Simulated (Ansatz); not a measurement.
Other settings, tried on `OB(O)C12CC3CC(CC(C3)C1)C2`.

```yaml
crystal:
  periodic: [false, false, false]
  atoms:
    - {symbol: O, position_ang: [3.081473, 0.653464, 1.311591]}
    - {symbol: B, position_ang: [2.509164, 0.549542, 0.061584]}
    - {symbol: O, position_ang: [3.202954, 0.752020, -1.110800]}
    - {symbol: C, position_ang: [0.964003, 0.192657, -0.011045]}
    - {symbol: C, position_ang: [0.669310, -1.092375, 0.811733]}
    - {symbol: C, position_ang: [-0.838269, -1.412453, 0.795852]}
    - {symbol: C, position_ang: [-1.303821, -1.624698, -0.657966]}
    - {symbol: C, position_ang: [-1.040616, -0.345416, -1.476528]}
    - {symbol: C, position_ang: [-1.821137, 0.829037, -0.854078]}
    - {symbol: C, position_ang: [-1.356825, 1.044904, 0.599476]}
    - {symbol: C, position_ang: [-1.616902, -0.235904, 1.416573]}
    - {symbol: C, position_ang: [0.151254, 1.363342, 0.615298]}
    - {symbol: C, position_ang: [0.466945, -0.025753, -1.460809]}
    - {symbol: H, position_ang: [4.026048, 0.888743, 1.308965]}
    - {symbol: H, position_ang: [4.141526, 0.980783, -0.989715]}
    - {symbol: H, position_ang: [1.022925, -0.959677, 1.856210]}
    - {symbol: H, position_ang: [1.239105, -1.949409, 0.388355]}
    - {symbol: H, position_ang: [-1.025212, -2.335546, 1.386597]}
    - {symbol: H, position_ang: [-2.386294, -1.878877, -0.680292]}
    - {symbol: H, position_ang: [-0.762052, -2.484130, -1.110026]}
    - {symbol: H, position_ang: [-1.375058, -0.499512, -2.525434]}
    - {symbol: H, position_ang: [-1.655525, 1.754014, -1.448558]}
    - {symbol: H, position_ang: [-2.913300, 0.620868, -0.879796]}
    - {symbol: H, position_ang: [-1.916760, 1.893884, 1.048707]}
    - {symbol: H, position_ang: [-1.302154, -0.085177, 2.472207]}
    - {symbol: H, position_ang: [-2.705226, -0.463875, 1.433759]}
    - {symbol: H, position_ang: [0.493306, 1.543425, 1.656930]}
    - {symbol: H, position_ang: [0.342289, 2.301080, 0.047277]}
    - {symbol: H, position_ang: [0.672247, 0.879390, -2.071502]}
    - {symbol: H, position_ang: [1.036562, -0.854342, -1.934566]}
basis:
  gaussian: {orbitals: cc-pVDZ, point_charges: [{charge: 1.00, position_ang: [8.132, 0.256, -0.440]}]}
magnetization: {spin_polarized: false, initial_magnetization: 2}
hamiltonian: {xc: {name: B3LYP}}
accuracy: high
scf: {omitted_lower_state_checks: [starts]}
```

```sh
$ ansatz run in.yaml --threads 4 --pin off --events-out ev --progress --plain --max-ram 6963MiB
```

Shortened log:

```
Functional definition: B3LYP
6719 factors; integrals over basis functions are off by at most 8.8e-9 eV
mean field evaluation 1: about -15394.1247 eV, gradient 9.4e1 eV
mean field evaluation 2: about -15394.7790 eV, gradient 9.4e1 eV
mean field evaluation 4: about -15412.0798 eV, gradient 3.4e1 eV
mean field evaluation 8: about -15415.6332 eV, gradient 8.0e-1 eV
mean field evaluation 16: about -15415.6993 eV, gradient 6.0e-2 eV
mean field evaluation 32: about -15415.6993 eV, gradient 3.7e-5 eV
mean field -15415.69933229 eV, -566.5165013253 hartree, gradient 6.1e-8 eV, S^2 2.000000; 0 other end points of the search recorded, 0 dependent functions left out
reference -15415.69939776 eV, -566.5165037315 hartree; 50, 48 occupied and 217, 219 virtual orbitals, 6719 factors
Total energy: -15415.69939776 eV, -566.5165037315 hartree
Checks for a lower state left out: starts
```

Hardware: 4 threads of Intel Xeon on a shared host. Wall time 3.2 min, peak host memory 4.1 GiB.

B3LYP takes the VWN-RPA correlation.

With spin_polarized false and unpaired electrons the run is restricted open-shell.
